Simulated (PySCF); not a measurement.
Gas-phase reaction: SbF3 + 6 H → SbH3 + 3 HF, at 1800 K and a standard pressure of 1 bar. Level: MP2/def2-TZVPP†.

Energies from PySCF, thermal terms from the rigid-rotor harmonic-oscillator model, ideal gas at 1 bar. † marks an energy on the PBE0/def2-TZVP geometry and frequencies. MP2 freezes the core. Open shells (unrestricted): H (multiplicity 2); the rest are closed-shell singlets. Sb: scalar-relativistic def2 core potential, no spin-orbit coupling. MP2 isn't extrapolated to the basis-set limit; its ΔH°(298 K) is -1053.9 kJ in def2-SVP and -1098.0 kJ in def2-TZVPP. The harmonic model lacks anharmonicity and excited electronic states, which grow with temperature; levels with a mode under 35 cm⁻¹ are left out.

| species | E (Ha) | H(1800 K) − E (kJ/mol) | S°(1800 K) (J/mol/K) |
|---|---|---|---|
| SbF3 | -538.90366 | 150.8 | 443.3 |
| H | -0.49981 | 37.4 | 152.1 |
| SbH3 | -241.34878 | 160.2 | 341.8 |
| HF | -100.33585 | 79.1 | 227.3 |
E: electronic energy; H − E holds the zero-point and thermal terms. 1 Ha = 2625.5 kJ/mol.

Question: Work out ΔH°, ΔS°, ΔG° and log10 K from these numbers.

Answer: 1. ΔE = 1×(-241.34878) + 3×(-100.33585) − 1×(-538.90366) − 6×(-0.49981) = -0.45381 Ha = -1191.5 kJ.
2. Δ(H − E) = 1×(160.2) + 3×(79.1) − 1×(150.8) − 6×(37.4) = 22.3 kJ, so ΔH° = -1169.2 kJ.
3. ΔS° = 1×(341.8) + 3×(227.3) − 1×(443.3) − 6×(152.1) = -332.2 J/K; the number of gas molecules changes by -3.
4. ΔG° = ΔH° − TΔS° = -1169.2 − 1800×(-332.2)/1000 = -571.2 kJ.
5. log10 K = −ΔG°/(RT ln 10) = 16.58, with RT ln 10 = 34.46 kJ/mol; at standard pressures the products are favoured.
6. A shift of 10 kJ in ΔE would move log10 K by 0.29 here.
For scale, ΔH°(298 K) is -1098 kJ at this level, -1120 kJ at ωB97M-V/def2-TZVP†, and runs from -1201 to -852 kJ over the 18 levels computed.
